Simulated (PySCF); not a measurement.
Order these species by their calculated properties.

All species are isolated and taken at one optimised geometry, non-relativistic unless stated. Electronic properties by PySCF.

Dipoles, sizes and rotational constants follow the conformer. The torsions of the flexible species, by atom-mapped SMILES:
- `[CH2:1]=[CH:2][SiH2:3][C@@H:4]1[S:5][C@H:6]1[CH:7]([F:8])[F:9]`: C1–C2–Si3–C4 -10°, C2–Si3–C4–S5 162°, S5–C6–C7–F8 148°
- `[CH3:1][NH:2][C@@:3]([CH3:4])([SiH2:5][CH3:6])[CH:7]([F:8])[F:9]`: C1–N2–C3–C4 62°, N2–C3–Si5–C6 61°, N2–C3–C7–F8 -157°
- `[CH3:1][C:2]1([SiH:3]([F:4])[F:5])[CH2:6][C:7](=[S:8])[CH2:9]1`: C1–C2–Si3–F4 177°
- `[CH3:1][CH2:2]/[C:3]([O-:4])=[CH:5]/[C:6]([CH3:7])=[O:8]`: C1–C2–C3–O4 -101°, C3–C5–C6–C7 0°
- `[CH3:1][CH:2]([CH3:3])[O:4][C:5]1=[CH:6][C:7]1[OH:8]`: C1–C2–O4–C5 167°, C2–O4–C5–C6 174°, H–O8–C7–C6 68°

The conformers of `F[Si@@H]1C[C@]2(F)CC[C@H]1S2`, `F[Si@@]1(P)CCC[C@@H]1C[SiH3]` and `F[C@@H]1C[C@@H]2C[SiH2][C@@]1(F)S2` aren't listed.

Question: Rank by HOMO–LUMO gap, highest first (PBE0/pcSseg-1 at GFN2-xTB geometries).
A. `F[C@@H]1C[C@@H]2C[SiH2][C@@]1(F)S2`
B. `CC1([SiH](F)F)CC(=S)C1`
C. `[H]/N=C\C#CC1=CC[SiH2]1`
D. `F[Si@@H]1C[C@]2(F)CC[C@H]1S2`
E. `F[Si@@]1(P)CCC[C@@H]1C[SiH3]`
F. `CN[C@@](C)([SiH2]C)C(F)F`
G. `[C@@H]1([SiH2]C=C)S[C@H]1C(F)F`

Answer: E (7.91 eV), F (7.56 eV), D (6.79 eV), A (6.65 eV), G (6.44 eV), C (5.62 eV), B (4.31 eV).

Question: Rank by HOMO energy, lowest first (PBE0/pcSseg-1 at GFN2-xTB geometries).
A. `CC1([SiH](F)F)CC(=S)C1`
B. `F[Si@@]1(P)CCC[C@@H]1C[SiH3]`
C. `CN[C@@](C)([SiH2]C)C(F)F`
D. `F[Si@@H]1C[C@]2(F)CC[C@H]1S2`

Answer: B (-7.68 eV), D (-6.87 eV), C (-6.68 eV), A (-6.55 eV).

Question: Rank by smallest rotational constant, lowest first (GFN2-xTB).
A. `CC1([SiH](F)F)CC(=S)C1`
B. `CC/C([O-])=C/C(C)=O`
C. `CN[C@@](C)([SiH2]C)C(F)F`
D. `CC(C)OC1=C[C]1O` [radical]

Answer: A (0.584 GHz), C (0.918 GHz), B (0.991 GHz), D (1.077 GHz).
